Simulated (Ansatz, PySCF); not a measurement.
Reaction (SMILES): CC1CCCC1 + 6 C (CH4) -> 6 CC (C2H6) [ethane]
Structures are relaxed separately at B3LYP-D3(BJ)/def2-TZVP in Ansatz (an electronic-structure program), one conformer each, not searched for the lowest. Frequencies are from Ansatz or PySCF.

Wanted: bond separation energy (enthalpy at 298 K, with B3LYP-D3(BJ) rigid-rotor harmonic-oscillator terms), in kcal/mol. Valence correlation only, unless marked. Spin-orbit coupling is left out. Non-relativistic. CBS marks a two-point X^-3 extrapolation of the correlation energy; Hartree-Fock from the larger set. [CCSD(T)-MP2]/basis is that difference in the basis named.

From measured enthalpies of formation at 298 K: 12.1 kcal/mol (CC1CCCC1 -25.4, CRC Handbook; C (CH4) -17.8, ATcT 1.112; CC (C2H6) -20.0, ATcT 1.112). It holds spin-orbit effects, and any other conformers, which the calculations lack, and core correlation, which the frozen-core levels lack. This is an older compilation, not checked against later work.

```
level                                                     program  bond separation energy (kcal/mol)  error against measurement
-------------------------------------------------  --------------  ---------------------------------  -------------------------
HF/aug-cc-pVTZ                                             Ansatz                                4.0                       -8.1
SVWN5/def2-TZVPD                                           Ansatz                                8.8                       -3.3
revPBE-D4/def2-TZVPD                               Ansatz + dftd4                               10.9                       -1.2
revPBE/def2-TZVPD                                          Ansatz                                6.8                       -5.3
PBE0-D3(BJ)/def2-TZVP                              Ansatz + dftd3                                8.3                       -3.8
PBE0-D3(BJ)/def2-TZVPD                             Ansatz + dftd3                                8.3                       -3.8
wB97X/def2-TZVPD                                           Ansatz                                6.4                       -5.7
MP2/6-31G                                                  Ansatz                               12.0                       -0.1
MP2/aug-cc-pVDZ                                            Ansatz                               13.3                        1.2
MP2/cc-pVTZ                                                Ansatz                               12.5                        0.4
CCSD/aug-cc-pVTZ                                           Ansatz                                9.5                       -2.6
CCSD/cc-pVTZ                                               Ansatz                                9.0                       -3.1
CCSD/cc-pwCVTZ                                             Ansatz                                9.1                       -3.0
CCSD(T)/cc-pVDZ                                            Ansatz                                9.0                       -3.1
RI-MP2/CBS(cc-pVTZ,cc-pVQZ)+[CCSD(T)-MP2]/cc-pVTZ          Ansatz                               10.9                       -1.2
```
